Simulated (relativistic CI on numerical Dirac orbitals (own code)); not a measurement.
Mo⁺: 4s photoemission

Computed with this model: Dirac-Coulomb-Breit CI, KLI orbitals optimised for each configuration, QED by a radiative potential, multiplet model of photoemission in the sudden approximation, unscaled Slater integrals; configurations [Kr] 4d5 → [Ar] 3d10 4s 4p6 4d5; 300 K; Lorentzian 2 eV and Gaussian 0.6 eV FWHM. Energies are those of the free ion, without screening or charge transfer. The energies are binding energies and can lie tens of eV above those of solids. Without intra-shell correlation the exchange splitting of an s hole comes out too large, often by half or more. S is read from ⟨S²⟩ = S(S + 1).

Field parameters in Wybourne normalisation: D4h B²₀ = −7Ds, B⁴₀ = 21(Dq − Dt), B⁴₄ = 21√(5/14) Dq. The field is a parameter set, without covalency.

free ion: ground-state S = 2.50, centroid 82.31 eV. Peaks (eV, height): 78.8 (100), 87.4 (72).

D4h, 10Dq = 22650, Ds = 2920, Dt = -560 cm⁻¹: ground-state S = 0.50, centroid 82.95 eV. Peaks (eV, height): 82.2 (100), 85.0 (44).

Strongest unbroadened transitions for free ion:

```csv
Energy (eV),Relative strength
78.73,100.0
83.45,0.1
83.75,0.0
87.33,71.2
89.03,0.1
89.32,0.0
89.52,0.0
```
